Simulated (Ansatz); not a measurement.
Total energies of CH7ClSiSn (`C[SiH](Cl)[SnH3]`).

Z-matrix (Å, degrees):
```
C
Si 1 1.864
H 1 1.094 2 110.0
H 1 1.092 2 110.4 3 119.7
H 1 1.092 2 110.9 3 -120.0
Cl 2 2.072 1 108.8 3 -178.0
Sn 2 2.566 1 113.0 3 62.4
H 2 1.487 1 110.2 3 -61.7
H 7 1.708 2 110.2 1 58.4
H 7 1.710 2 110.7 1 -61.0
H 7 1.706 2 110.9 1 178.7
```

The species carries charge 0 and has multiplicity 1. Correlated methods include outer-core shells of Sn, which these sets cover unevenly. Sn: def2 effective core potential. The structure was optimised at the PBE0-D4/def2-TZVP level. Basis def2-TZVPP, Ansatz.

RPA on PBE orbitals: Hartree–Fock energy of these orbitals -1003.75471 Eh, correlation -1.36395 Eh (frozen core).

| functional | energy without D4 (Eh) | D4 term (kJ/mol) |
| --- | --- | --- |
| LDA (SPW92) | -1002.98753 | – |
| PBE-QIDH | -1005.70707 | – |

Problem. Give the same for PBE, revPBE, BLYP, r2SCAN, B97M-V, PBE0, B3LYP, r2SCANh, r2SCAN0, HSE06 (plane-wave form), BHLYP, CAM-B3LYP, LC-ωPBE, ωB97X-V, ωB97M-V, B2PLYP. (Best estimate.)

Solution. Ansatz gave: 
```json
{"functional": "PBE", "energy without D4 (Eh)": "-1005.98379", "D4 term (kJ/mol)": "-26.8"}
{"functional": "revPBE", "energy without D4 (Eh)": "-1006.27991", "D4 term (kJ/mol)": "-68.1"}
{"functional": "BLYP", "energy without D4 (Eh)": "-1006.29328", "D4 term (kJ/mol)": "-56.6"}
{"functional": "r2SCAN", "energy without D4 (Eh)": "-1006.39276", "D4 term (kJ/mol)": "-6.5"}
{"functional": "B97M-V", "energy without D4 (Eh)": "-1006.21134", "D4 term (kJ/mol)": "–"}
{"functional": "PBE0", "energy without D4 (Eh)": "-1006.07491", "D4 term (kJ/mol)": "-23.1"}
{"functional": "B3LYP", "energy without D4 (Eh)": "-1006.51106", "D4 term (kJ/mol)": "-43.6"}
{"functional": "r2SCANh", "energy without D4 (Eh)": "-1006.37792", "D4 term (kJ/mol)": "-7.1"}
{"functional": "r2SCAN0", "energy without D4 (Eh)": "-1006.35682", "D4 term (kJ/mol)": "-7.9"}
{"functional": "HSE06 (plane-wave form)", "energy without D4 (Eh)": "-1006.05559", "D4 term (kJ/mol)": "-21.9"}
{"functional": "BHLYP", "energy without D4 (Eh)": "-1006.29600", "D4 term (kJ/mol)": "-38.1"}
{"functional": "CAM-B3LYP", "energy without D4 (Eh)": "-1006.37104", "D4 term (kJ/mol)": "-24.1"}
{"functional": "LC-ωPBE", "energy without D4 (Eh)": "-1006.19664", "D4 term (kJ/mol)": "–"}
{"functional": "ωB97X-V", "energy without D4 (Eh)": "-1006.25468", "D4 term (kJ/mol)": "–"}
{"functional": "ωB97M-V", "energy without D4 (Eh)": "-1006.26412", "D4 term (kJ/mol)": "–"}
{"functional": "B2PLYP", "energy without D4 (Eh)": "-1005.88803", "D4 term (kJ/mol)": "–"}
```

B3LYP takes the VWN-RPA correlation (the form of Gaussian; ORCA's B3LYP/G). HSE06 is the plane-wave form, built on full-range PBE exchange. The double hybrids freeze the cores in their second-order part.

LC-ωPBE has ω = 0.4 bohr⁻¹.
